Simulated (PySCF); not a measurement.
Species: C3H10NSi2 (doublet state).
Geometry (GFN2-xTB, Å), atoms numbered from 1 in this order:
```
atom  x, y, z in Å
C1     2.5877    0.1777    0.1250
Si2    0.7942    0.0765    0.7220
C3    -0.3270   -1.1523   -0.2729
C4    -1.7427   -0.6154   -0.1819
Si5   -1.6376    1.3232   -0.3042
N6    -0.1265    1.4891    0.4517
H7     3.1083   -0.7594    0.2922
H8     2.6471    0.4125   -0.9329
H9     3.1180    0.9521    0.6673
H10    0.7394   -0.3239    2.1390
H11    0.0008   -1.1638   -1.3120
H12   -0.2648   -2.1724    0.1047
H13   -2.1747   -0.8604    0.7868
H14   -2.3895   -1.0308   -0.9534
H15   -1.6171    1.6497   -1.7348
H16   -2.7231    2.0068    0.3920
```

The hyperfine couplings belong to this conformer and change with its torsions.

Identity: `C[Si@@H]1CC[SiH2][N]1` [radical].

Method: PySCF, UKS B3LYP, pcH-1 on C H N Si, non-relativistic, mean-field spin-orbit, GIAO. Geometry: GFN2-xTB, one conformer, isolated molecule. Couplings are sensitive to structure, and on GFN2-xTB geometries they can be far from those on DFT ones. No stability test was run, so a lower SCF solution isn't excluded.

Mulliken spin populations: C1 +0.028, Si2 -0.036, C3 +0.003, C4 +0.016, Si5 -0.047, N6 +0.864, H7 +0.003, H8 0.000, H9 -0.002, H10 +0.067, H11 0.000, H12 +0.004, H13 -0.001, H14 +0.006, H15 +0.072, H16 +0.025.

**Question.** Give the computed dipolar 1H tensors of H7, H8, H9, H10, H11, H12, H13, H14, H15, H16.

**Answer.** 
| atom | position | distance from N6 (Å) | T1 (MHz) | T2 | T3 |
| --- | --- | --- | --- | --- | --- |
| H7 | 3 bonds from N6 | 3.94 | -2.15 | -0.88 | 3.03 |
| H8 | 3 bonds from N6 | 3.28 | -2.96 | -1.15 | 4.10 |
| H9 | 3 bonds from N6 | 3.30 | -2.55 | -1.35 | 3.90 |
| H10 | 2 bonds from N6 | 2.62 | -3.78 | -1.31 | 5.09 |
| H11 | 3 bonds from N6 | 3.19 | -2.18 | -1.83 | 4.01 |
| H12 | 3 bonds from N6 | 3.68 | -1.66 | -1.07 | 2.73 |
| H13 | 3 bonds from N6 | 3.13 | -2.63 | -1.78 | 4.42 |
| H14 | 3 bonds from N6 | 3.67 | -2.13 | -1.02 | 3.15 |
| H15 | 2 bonds from N6 | 2.65 | -3.81 | -1.47 | 5.28 |
| H16 | 2 bonds from N6 | 2.65 | -3.62 | -2.07 | 5.69 |

**Question.** Estimate them with point dipoles: put each population ρk at its nucleus, leave out the nucleus itself and the atom bound to it, and sum T = Σ [ρk/(2S)]·C·(3 n nᵀ − 1)/r³ with C = μ0 gₑ μB g_N μN/(4π h) = 79.06 MHz Å³.

**Answer.** 
```
atom  T1 (MHz)     T2    T3  T3, computed  difference in T3 (%)
  H7     -1.16  -0.91  2.07          3.03                   -32
  H8     -1.94  -1.77  3.71          4.10                   -10
  H9     -1.93  -1.71  3.64          3.90                    -7
 H10     -3.83  -3.66  7.48          5.09                   +47
 H11     -1.97  -1.92  3.89          4.01                    -3
 H12     -1.51  -1.12  2.63          2.73                    -4
 H13     -2.16  -1.93  4.09          4.42                    -7
 H14     -1.46  -1.12  2.58          3.15                   -18
 H15     -3.71  -3.55  7.26          5.28                   +37
 H16     -4.02  -3.21  7.23          5.69                   +27
```

**Question.** If all the spin sat on N6, T∥ = 2C/r³. What distance does the computed T3 of H14 then imply?

**Answer.** r = (2 × 79.06/3.15)^(1/3) = 3.69 Å, against 3.67 Å in the structure.
